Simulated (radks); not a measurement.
Question: Ionisation ladder of holmium, from Ho44+ to Ho65+. Each ion is in the ground configuration listed by NIST, and IE = E(next ion) - E(this ion). Method: scalar-relativistic Kohn-Sham, PBE, spin-unpolarised, spherical densities, point nucleus; computed with a radial shooting solver on a logarithmic mesh with Libxc functionals.

species  configuration  IE, Delta-SCF (eV)  -e(HOMO) (eV)  HOMO
Ho44+         [Ar] 3d5                   ?         3556.9    3d
Ho45+         [Ar] 3d4              3735.1         3676.3    3d
Ho46+         [Ar] 3d3              3856.5         3797.1    3d
Ho47+         [Ar] 3d2                   ?         3919.2    3d
Ho48+         [Ar] 3d1              4103.4         4042.7    3d
Ho49+             [Ar]              4541.8         4488.7    3p
Ho50+     [Ne] 3s2 3p5              4653.0         4599.5    3p
Ho51+     [Ne] 3s2 3p4              4764.6         4710.8    3p
Ho52+     [Ne] 3s2 3p3              4876.7         4822.6    3p
Ho53+     [Ne] 3s2 3p2              4988.9         4934.6    3p
Ho54+     [Ne] 3s2 3p1              5101.0         5046.7    3p
Ho55+         [Ne] 3s2                   ?         5463.6    3s
Ho56+         [Ne] 3s1              5624.1         5571.1    3s
Ho57+             [Ne]             12779.9        12632.0    2p
Ho58+     [He] 2s2 2p5             13087.6        12938.4    2p
Ho59+     [He] 2s2 2p4             13397.1        13246.7    2p
Ho60+     [He] 2s2 2p3             13708.1        13556.7    2p
Ho61+     [He] 2s2 2p2                   ?        13868.0    2p
Ho62+     [He] 2s2 2p1             14331.9        14179.7    2p
Ho63+         [He] 2s2             15503.8        15373.6    2s
Ho64+         [He] 2s1             15763.3        15637.2    2s
Ho65+             [He]               64085          63526    1s

Estimate the withheld Delta-SCF values.

Answer: Ho44+: 3615.0 eV (NIST 3592); Ho47+: 3979.3 eV (NIST 4009); Ho55+: 5516.0 eV (NIST 5494); Ho61+: 14020.0 eV (NIST 14639).

Beside tabulated values, note that spin-unpolarised runs miss the spin-polarisation part of the exchange energy of open shells.
